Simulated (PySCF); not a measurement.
Interval between two levels of Cr by level of theory

Cr [Ar] 3d5 4s1 [7S3, M_J = 3] → Cr [Ar] 3d6 [5D4, M_J = 4], as a difference of total energies. Computed with PySCF 2.14 in x2c-TZVPall-2c, with the two-component X2C-1e Hamiltonian. Correlated levels: [Ne] frozen; the 6 highest virtual spinors dropped. "Screened" scales the spin-orbit matrix elements by Boettger's factors to mimic the two-electron term; Breit and QED terms are absent.

```json
{"method": "GHF (screened spin-orbit)", "interval between two levels (cm⁻¹)": "44965"}
{"method": "GMP2 (screened spin-orbit)", "interval between two levels (cm⁻¹)": "42867"}
```

The labels give the starting determinants; with spin-orbit coupling the two ends relaxed to ⟨J²⟩ = 12.00, ⟨L²⟩ = 0.00, ⟨S²⟩ = 12.00 and ⟨J²⟩ = 23.26, ⟨L²⟩ = 8.56, ⟨S²⟩ = 6.70.

The determinant of the upper state mixes levels of different J (the jj label is only the starting occupation), so the difference between spin-free and spin-orbit rows is not the physical spin-orbit shift.
